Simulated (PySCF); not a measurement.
NMR data simulated for an unnamed compound:

$^{1}$H NMR (500 MHz, computed): δ 4.74 (s, 3H), 4.17 (s, 2H), 0.09 (s, 9H).

$^{13}$C{$^{1}$H} NMR (computed): δ 185.2 (C), 64.5 (CH2), -1.0 (CH3).

[PySCF 2.14: shielding tensors at CAM-B3LYP/pcSseg-1 (GIAO); structure optimised with PBE0-D3(BJ)/def2-SVP; one computed conformer; no solvent; relativity neglected; rapidly exchanging positions averaged]

Chemical shifts δ = σref − σ; $^{1}$H, $^{13}$C vs TMS, all at this level.

Problem. Which of these does the molecule contain: a Si–CH3 group, an NH or NH2 group, a three-membered ring, an aldehyde, a Si–H bond?

Solution. 
- A Si–CH3 group: yes (δC -1.0; δH 0.09 (s)).
- An NH or NH2 group: no.
- A three-membered ring: no.
- An aldehyde: no.
- A Si–H bond: yes (δH 4.74 (s)).

The data belong to SMILES C[Si](C)(C)OCC(=O)O[SiH3], C5H14O3Si2; they needn't prove each group on their own.

Carbon signals by region: 1 in the far downfield region (above 160 ppm), 1 at 50–100 ppm, 1 below 50 ppm. Above 160 ppm: 185.2, carbonyl carbon.

Shifts are as computed, not scaled to solution data. Of 1313 compounds with measured shifts, 239 miss one by over three times the rms of a fit or turn the order of signals round; such compounds aren't used in these exercises. Multiplicities follow the n + 1 count of equivalent neighbours, as no J values were calculated; m marks all less simple cases, F and P coupling included.
